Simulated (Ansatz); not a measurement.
```yaml
crystal:
  periodic: [false, false, false]
  atoms:
    - {symbol: Cu, position_ang: [2.369702, 0.126159, -0.078740]}
    - {symbol: Cu, position_ang: [-1.522465, 2.032405, -1.071966]}
    - {symbol: Cu, position_ang: [-1.198539, -2.157332, 1.139143]}
    - {symbol: H, position_ang: [1.600329, 2.720452, -1.443112]}
    - {symbol: H, position_ang: [1.997455, -2.545486, 1.335184]}
    - {symbol: H, position_ang: [-3.246484, -0.176197, 0.119492]}
basis:
  gaussian: {orbitals: cc-pVDZ}
hamiltonian: {xc: {name: wB97X}}
scf: {lower_state_search: off}
```

```sh
$ ansatz run in.yaml --threads 4 --pin off --events-out ev --progress --plain --max-ram 3916MiB
```

It prints (some lines left out):

```
Functional definition: wB97X
  name "wB97X"
  cite "Chai & Head-Gordon, J. Chem. Phys. 128, 084106 (2008) doi:10.1063/1.2834918"
  cite "Becke, J. Chem. Phys. 107, 8554 (1997) doi:10.1063/1.475007"
  parameter omega = 0.3/bohr
  parameter cx = 0.157706
  parameter cx1 = 0.726479
  parameter cx2 = 1.04760
  parameter cx3 = -5.70635
  parameter cx4 = 13.2794
  parameter css1 = -4.33879
  parameter css2 = 18.2308
  parameter css3 = -31.7430
  parameter css4 = 17.2901
  parameter cos1 = 2.37031
  parameter cos2 = -11.3995
  parameter cos3 = 6.58405
  parameter cos4 = -3.78132
  # The coefficients of nought are those of the uniform gas.
  exchange = spin_sum(e_x_unif_sr(omega)*poly(b97_u_x, 1 - cx, cx1, cx2, cx3, cx4)) + cx*exact_x_sr(omega)
      + exact_x_lr(omega)
  correlation = spin_sum(e_c_pw_same_spin*poly(b97_u_same, 1, css1, css2, css3, css4))
      + integral(e_c_pw_opposite_spin*poly(b97_u_opposite, 1, cos1, cos2, cos3, cos4))
these checks for a lower state are left out or cut short: stability, starts, cluster_reference, orbital_swaps, neighbouring_geometries, increment
1524 factors; integrals over basis functions are off by at most 7.6e-4 eV
300 factors; integrals over basis functions are off by at most 3.3e-5 eV
mean field evaluation 1: about -133945.0039 eV, gradient 1.2e2 eV
mean field evaluation 2: about -133491.1809 eV, gradient 5.9e2 eV
mean field evaluation 4: about -133964.1759 eV, gradient 4.8e1 eV
mean field evaluation 8: about -133967.3417 eV, gradient 6.9e-1 eV
mean field evaluation 16: about -133967.3870 eV, gradient 1.2e-2 eV
mean field -133967.38700943 eV, -4923.2106662402 hartree, gradient 5.6e-6 eV, S^2 0.000000; 0 other end points of the search recorded, 0 dependent functions left out
reference -133967.38695800 eV, -4923.2106643502 hartree; 45, 45 occupied and 99, 99 virtual orbitals, 1524 factors
Total energy: -133967.38695800 eV, -4923.2106643502 hartree
Checks for a lower state left out: stability, starts, cluster_reference, orbital_swaps, neighbouring_geometries, increment
```

In this input the coordinates are in bohr but typed as ångström. Self-consistency was reached. The result belongs to that input, not to the species as meant.
